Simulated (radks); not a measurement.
Values are calculated unless marked as measured or tabulated.
Kinetic energies: the exact non-interacting value of the Kohn-Sham orbitals and orbital-free approximations, as 100 (|E| - |E exact|)/|E exact|, negative where the magnitude is too small. Species: Yb+ [Xe] 4f14 6s1; As [Ar] 3d10 4s2 4p3. Level of theory: non-relativistic Kohn-Sham, exchange-only PBE, spin-polarised, spherical densities, point nucleus (a radial shooting solver on a logarithmic mesh with Libxc functionals). Every spin shell is full or empty, so the densities are truly spherical. Functionals are evaluated on that one density, not self-consistently.

functional,Yb+,As
exact (hartree),13391.0,2233.97
Thomas-Fermi,-4.89,-6.09
LC94,-0.05,-0.02
revAPBEK,+0.13,+0.29
Thakkar,-0.81,-0.51
Pearson,-0.94,-1.16
PG1,+13.02,+17.81
DePristo-Kress,-0.26,-0.12
Ernzerhof,-0.55,-0.42
